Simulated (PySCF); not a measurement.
Ge₂O₂, optimised at HF/6-31G*:

```xyz
4

Ge    -1.2751    -0.3794    -0.0016
O      0.2393    -1.0567    -0.7040
Ge     1.2546     0.4078    -0.4398
O     -0.2598     1.0852     0.2626
```

Method: PySCF energies (xtb for GFN2) plus ideal-gas RRHO corrections (1 bar). 6-31G* has spherical d functions here. All species are closed-shell singlets. B3LYP is the form with VWN-RPA correlation. Ge: all electrons, no relativistic terms. Ge₂O₂: computed as isolated molecules; such fragments, hydroxides, amides, oligomers or adducts are transient or little studied in the gas.

### Question
List the harmonic frequencies (cm⁻¹, unscaled) at this level and at the other levels, each on its own geometry.

### Answer
- HF/6-31G*: 201, 368, 494, 676, 742, 799
- B3LYP/6-31G*: 128, 325, 416, 608, 662, 688
- GFN2-xTB: 158, 223, 249, 462, 546, 567
- PBE/def2-SVP: 103, 313, 405, 591, 648, 663
- PBE0/def2-TZVP: 144, 329, 467, 629, 699, 721
